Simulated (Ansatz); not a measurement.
Isomers of C3H6ClFSi, relaxed with PBE0-D4/def2-TZVP in Ansatz; electronic energies, one conformer each and not always the lowest. Functionals use def2-TZVPP; CBS adds triple-zeta CCSD(T) − MP2 to the MP2 limit of def2-TZVPP and def2-QZVPP.

Question: Order them by energy at frozen-core CCSD(T)/CBS, lowest first. (Best estimate.)
A. `C[C@]1(Cl)[SiH2][C@@H]1F`
B. `C/C(Cl)=C(\F)[SiH3]`
C. `C=C[Si](C)(F)Cl`
D. `C[SiH2]/C(Cl)=C\F`

Answer: C (0.0 kJ/mol), D (396.4 kJ/mol), B (431.3 kJ/mol), A (501.5 kJ/mol).

Question: How do ωB97M-V, MP2/CBS(def2), B3LYP, B2PLYP place them (kJ/mol, against `C=C[Si](C)(F)Cl`)? (Estimate.)

Answer: Computed: 
| isomer | ωB97M-V | MP2/CBS(def2) | B3LYP | B2PLYP |
| --- | --- | --- | --- | --- |
| `C[C@]1(Cl)[SiH2][C@@H]1F` | 490.7 | 507.3 | 495.2 | 501.1 |
| `C/C(Cl)=C(\F)[SiH3]` | 423.4 | 443.8 | 413.7 | 423.8 |
| `C[SiH2]/C(Cl)=C\F` | 387.7 | 408.2 | 378.9 | 388.7 |

B3LYP here is the variant with VWN-RPA as its local correlation; programs differ in this.
